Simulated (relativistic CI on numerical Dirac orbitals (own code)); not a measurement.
Calculated at this level of theory: Dirac-Coulomb-Breit CI, orbitals from a KLI potential per configuration, model QED (radiative potential, 1s self-energy scaled to tabulated hydrogen-like ionisation energies), unscaled Slater integrals (own radial code, finite nucleus).

CI space (outside the closed core [Ne]): 3s2.3p6.3d6, 3s2.3p5.3d7, 3s2.3p4.3d8, 3s.3p6.3d7, 3p6.3d8, 3s.3p5.3d8, 3s2.3p6.3d5.4s, 3s2.3p6.3d5.4p, 3s2.3p4.3d7.4s, 3s2.3p6.3d5.4d, 3s2.3p4.3d7.4p, 3s2.3p5.3d6.4s, 3s2.3p6.3d5.4f, 3s2.3p4.3d7.4d, 3s.3p5.3d7.4s, 3s2.3p5.3d6.4p, 3s2.3p5.3d6.4d, 3s2.3p6.3d4.4s2, 3s.3p6.3d6.4s, 3p6.3d7.4s, 3p6.3d7.4p, 3s2.3p6.3d5.5s, 3p6.3d7.4d, 3s.3p6.3d5.4s2. Levels of other configurations are missing.

At this charge energies of transitions that change n are usually good to better than 1 %, and those within a shell (Δn = 0) to a few per cent.

Outline of the computed level scheme of Ho XLIV. Lowest level of each configuration: 3s2.3p6.3d6 3F_4 at 0.000 eV; 3s2.3p5.3d7 5G°_6 at 318.335 eV.

Some strong electric-dipole decays among the lowest 45 levels: 3s2.3p5.3d7 3D°_3 → 3s2.3p6.3d6 3F_4 (1.4e+12 s⁻¹); 3s2.3p5.3d7 3F°_4 → 3s2.3p6.3d6 3F_4 (1.1e+12 s⁻¹); 3s2.3p5.3d7 3P°_2 → 3s2.3p6.3d6 3P_2 (6.9e+11 s⁻¹); 3s2.3p5.3d7 3D°_3 → 3s2.3p6.3d6 3P_2 (3.6e+11 s⁻¹); 3s2.3p5.3d7 3G°_5 → 3s2.3p6.3d6 3F_4 (2.2e+11 s⁻¹); 3s2.3p5.3d7 3D°_3 → 3s2.3p6.3d6 3P_2 (9.7e+10 s⁻¹); 3s2.3p5.3d7 3D°_3 → 3s2.3p6.3d6 3P_2 (7.6e+10 s⁻¹); 3s2.3p5.3d7 3P°_2 → 3s2.3p6.3d6 3P_2 (3.7e+10 s⁻¹).

LS names give the leading component of a level, which can be under half, so a name can repeat, a term be missing and a line seem to break the LS rules.
